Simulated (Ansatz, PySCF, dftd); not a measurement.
System: AlN, charge 0, triplet. AlN (SMILES [N]=[Al], triplet).
B3LYP-D3(BJ)/def2-TZVP minimum from Ansatz (a quantum-chemistry and plane-wave program):
```xyz
2

Al     0.0000     0.0000    -0.6274
N      0.0000     0.0000     1.1651
```
Charge 0, spin multiplicity 3.

Quantity: enthalpy of formation at 298 K (by atomisation, with ideal-gas terms from PySCF's Hessian at B3LYP-D3(BJ)/def2-TZVP and the atoms' measured values of the G2/97 table; no spin-orbit terms), in kcal/mol. Open shells are spin-unrestricted; no spin-orbit coupling. Cores are frozen in correlated methods. Rows without X2C or -DK are non-relativistic. CBS(X,Y): correlation extrapolated as X^-3, Hartree-Fock from the larger set (Q,5: extrapolated as (X+1)exp(-9√X)). A bracket is a step between two methods taken in the basis named. Functionals run without relativity, which enters their misses. 'core' is core correlation in cc-pwCVTZ (1s frozen past Ne), 'X2C' scalar relativity in cc-pVTZ-DK, both at CCSD(T). Where a partner has so few electrons that a lower coupled-cluster level is exact, that level stands in. The UHF reference of AlN ([N]=[Al], triplet) is spin-contaminated (<S^2> up to 0.07 over the pure value in the sets run). The determinant of AlN ([N]=[Al], triplet) is a saddle point of the SCF energy; a lower one exists, which strains HF and MP2.

| level | program | enthalpy of formation at 298 K (kcal/mol) | difference against the last row |
|---|---|---|---|
| r2SCAN-D3(BJ)/def2-TZVPD | Ansatz + dftd3 | 129.2 | -2.5 |
| B3LYP/def2-TZVPD | Ansatz | 127.9 | -3.8 |
| PBE0/def2-TZVPD | Ansatz | 131.6 | -0.1 |
| r2SCANh-D4/def2-TZVPD | Ansatz + dftd4 | 132.7 | 1.0 |
| wB97M-V/def2-TZVPD | Ansatz | 129.7 | -2.0 |
| MP2/cc-pV(T+d)Z | Ansatz | 144.7 | 13.0 |
| CCSD(T)/CBS(cc-pV(T+d)Z,cc-pV(Q+d)Z) + core + X2C | Ansatz | 133.7 | 2.0 |
| CCSDT(Q)/cc-pV(D+d)Z | Ansatz | 149.9 | 18.2 |
| CCSDT(Q)/cc-pV(T+d)Z | Ansatz | 138.5 | 6.8 |
| CCSDT(Q)/cc-pV(Q+d)Z | Ansatz | 134.5 | 2.8 |
| CCSDTQ/cc-pV(D+d)Z | Ansatz | 150.0 | 18.3 |
| CCSD(T)/CBS(cc-pV(Q+d)Z,cc-pV(5+d)Z) + [CCSDT(Q) - CCSD(T)]/cc-pV(T+d)Z + [CCSDTQ - CCSDT(Q)]/cc-pV(D+d)Z + core + X2C | Ansatz | 131.8 | 0.1 |
| CCSD(T)/CBS(cc-pV(Q+d)Z,cc-pV(5+d)Z) + [CCSDT(Q) - CCSD(T)]/cc-pV(Q+d)Z + [CCSDTQ - CCSDT(Q)]/cc-pV(D+d)Z + core + X2C | Ansatz | 131.7 | 0.0 |
